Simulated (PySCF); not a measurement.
## Spin-rotation constants: `CC(C)OC1CC1`, C6H12O

Geometry:
| atom | x (Å) | y (Å) | z (Å) |
| --- | --- | --- | --- |
| C1 | -2.258 | -0.926 | -0.548 |
| C2 | -1.109 | 0.067 | -0.417 |
| C3 | -1.280 | 0.948 | 0.822 |
| O4 | 0.085 | -0.700 | -0.374 |
| C5 | 1.259 | 0.029 | -0.528 |
| C6 | 2.058 | 0.455 | 0.672 |
| C7 | 2.540 | -0.667 | -0.202 |
| H8 | -2.111 | -1.551 | -1.425 |
| H9 | -3.202 | -0.397 | -0.639 |
| H10 | -2.288 | -1.567 | 0.329 |
| H11 | -1.079 | 0.716 | -1.311 |
| H12 | -0.470 | 1.669 | 0.894 |
| H13 | -1.279 | 0.329 | 1.717 |
| H14 | -2.223 | 1.485 | 0.765 |
| H15 | 1.241 | 0.701 | -1.387 |
| H16 | 2.577 | 1.401 | 0.637 |
| H17 | 1.677 | 0.193 | 1.646 |
| H18 | 2.461 | -1.670 | 0.187 |
| H19 | 3.391 | -0.504 | -0.844 |

Method: GIAO B3LYP/pcSseg-1 magnetisability, rotational g tensor and spin-rotation constants, non-relativistic, gas phase in PySCF. Geometry: GFN2-xTB.

Problem. Give the nuclear spin-rotation constants along the inertial axes (H = +C I·J) beside the isotropic shieldings.

Solution. Rotational constants 5.5988, 1.6046, 1.3576 GHz. A star marks the isotopologue with that one atom substituted, in its own axes.
```csv
atom,isotope,Caa (kHz),Cbb (kHz),Ccc (kHz),mean (kHz),σ (ppm)
H8,1H,-0.611,0.036,-0.142,-0.239,30.3
H9,1H,-0.029,-0.156,-0.138,-0.108,30.9
H10,1H,-0.647,-0.189,0.048,-0.263,30.7
H11,1H,-0.546,-0.180,0.081,-0.215,28.1
H12,1H,-0.159,-0.102,-0.122,-0.128,29.8
H13,1H,-0.687,-0.178,0.038,-0.276,31.1
H14,1H,-0.051,-0.144,-0.145,-0.114,31.0
H15,1H,-0.550,-0.180,0.055,-0.225,28.9
H16,1H,-0.483,-0.082,-0.106,-0.224,31.5
H17,1H,-0.587,-0.143,-0.027,-0.253,31.4
H18,1H,-0.615,-0.128,-0.029,-0.257,31.2
H19,1H,-0.208,-0.156,-0.108,-0.157,31.4
C1,13C*,0.835,0.251,0.244,0.443,155.1
C2,13C*,1.157,0.422,0.351,0.643,101.9
O4,17O*,-0.819,-0.235,-0.126,-0.393,240.9
C5,13C*,1.062,0.380,0.262,0.568,125.6
C6,13C*,0.629,0.316,0.139,0.361,171.6
```
For the geometry as given, no vibrational averaging.

Problem. How do the rotational constants and the g tensor change when H8, H9, H10, H11, H12, H13, H14, H15, H16, H17, H18, H19 are replaced by deuterium?

Solution. Constants 4.1641, 1.3190, 1.1229 GHz; g 0.0030, 0.0009, 0.0001, against 0.0040, 0.0011, 0.0001 before.
